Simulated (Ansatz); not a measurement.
The cluster Hg2F3. The state is a doublet with charge 0. Geometry PBE0-D4/def2-SVP.

```
atom   x (Å)   y (Å)   z (Å)
 Hg1   1.833  -0.429   1.679
 Hg2  -0.923   0.409  -0.508
  F3  -1.735   0.041  -2.220
  F4  -0.252   0.932   1.287
  F5   1.076  -0.954  -0.238
```

In the def2 sets Hg takes a core potential; there is no spin–orbit coupling. B3LYP takes the VWN-RPA correlation. The structure comes from a short search, and lower isomers may exist.

**Question.** Estimate the α-spin orbital energies around the gap (eV) in Ansatz with LDA (SPW92)/def2-TZVP, PBE-D4/def2-TZVP, B3LYP-D4/def2-TZVP, PBE0-D4/def2-SVP, PBE0-D4/def2-TZVP.

**Answer.** 
```csv
orbital,LDA (SPW92)/def2-TZVP,PBE-D4/def2-TZVP,B3LYP-D4/def2-TZVP,PBE0-D4/def2-SVP,PBE0-D4/def2-TZVP
HOMO−5,-9.19,-8.87,-10.33,-10.36,-10.59
HOMO−4,-8.79,-8.45,-10.05,-9.99,-10.30
HOMO−3,-8.55,-8.21,-9.75,-9.70,-10.01
HOMO−2,-8.40,-8.08,-9.69,-9.62,-9.96
HOMO−1,-8.19,-7.86,-9.32,-9.28,-9.54
HOMO,-6.93,-6.64,-7.52,-7.51,-7.68
LUMO,-3.66,-3.26,-2.55,-1.99,-2.20
LUMO+1,-1.78,-1.60,-1.25,-0.61,-1.04
LUMO+2,-1.18,-0.99,-0.59,0.18,-0.38
LUMO+3,-1.00,-0.77,-0.40,0.35,-0.07
LUMO+4,-0.54,-0.37,0.06,1.01,0.26
LUMO+5,0.15,0.27,0.68,1.84,0.93
β HOMO,-8.09,-7.78,-9.21,-9.16,-9.43
β LUMO,-6.29,-5.82,-5.26,-4.69,-4.81
```
